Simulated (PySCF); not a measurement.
**Bonding in `C[C@]1(C(F)(F)F)CCO1`**

C5H7F3O.
Numbering: `[CH3:1][C@:2]1([C:3]([F:4])([F:5])[F:6])[CH2:7][CH2:8][O:9]1` (hydrogens: H10, H11, H12 on C1; H13, H14 on C7; H15, H16 on C8)

Cartesian coordinates in Å at the PBE0-D3(BJ)/def2-SVP level; atoms count from 1:
```
atom  x, y, z in Å
C1    -0.8622   -1.3221   -0.6664
C2    -0.2305   -0.1334    0.0164
C3    -1.2192    1.0239    0.1251
F4    -1.5922    1.4382   -1.0924
F5    -0.6791    2.0685    0.7566
F6    -2.3179    0.6727    0.7905
C7     1.1624    0.3211   -0.4556
C8     1.5695    0.0446    0.9941
O9     0.2646   -0.4446    1.3172
H10   -1.7347   -1.6651   -0.0925
H11   -1.1855   -1.0619   -1.6846
H12   -0.1329   -2.1416   -0.7174
H13    1.6074   -0.3474   -1.2039
H14    1.2428    1.3606   -0.7981
H15    2.3453   -0.7242    1.1451
H16    1.8319    0.9386    1.5840
```

Bond orders from the PBE0/pcSseg-1 density (PySCF). Isolated species at its PBE0-D3(BJ)/def2-SVP geometry, gas phase.

Q: Where do the orders between heavy atoms depart from those drawn in the SMILES?

A: The largest departure is 0.120, at C2–C3 (drawn single, 0.880).

Q: Set the Mayer orders of the bonds beside their lengths.

A: 
```csv
bond,drawn as,length (Å),Mayer order
C1–C2,single,1.509,1.024
C2–C3,single,1.526,0.880
C3–F4,single,1.339,0.991
C3–F5,single,1.335,1.002
C3–F6,single,1.332,1.016
C2–C7,single,1.539,0.999
C7–C8,single,1.531,1.036
C8–O9,single,1.430,0.928
O9–C2,single,1.426,0.932
C1–H10,single,1.099,0.947
C1–H11,single,1.099,0.946
C1–H12,single,1.098,0.952
C7–H13,single,1.098,0.947
C7–H14,single,1.097,0.944
C8–H15,single,1.103,0.952
C8–H16,single,1.103,0.945
```

By pair of heavy elements: C–C: lowest C2–C3 (0.880, 1.526 Å), highest C7–C8 (1.036, 1.531 Å); in 2 of the 6 pairs the longer bond (by over 0.003 Å) has the higher order (by 0.02 or more). C–F: lowest C3–F4 (0.991, 1.339 Å), highest C3–F6 (1.016, 1.332 Å). C–O: all 2 within 0.02 of one another (0.928 to 0.932).

Q: Sum the orders of all bonds at each heavy atom with more than one neighbour and set the sums beside the valence in the SMILES.

A: C1 3.869 (drawn 4), C2 3.835 (drawn 4), C3 3.889 (drawn 4), C7 3.926 (drawn 4), C8 3.861 (drawn 4), O9 1.860 (drawn 2). Orders between atoms that aren't bonded are not in these sums.

Mayer orders depend on the basis set.
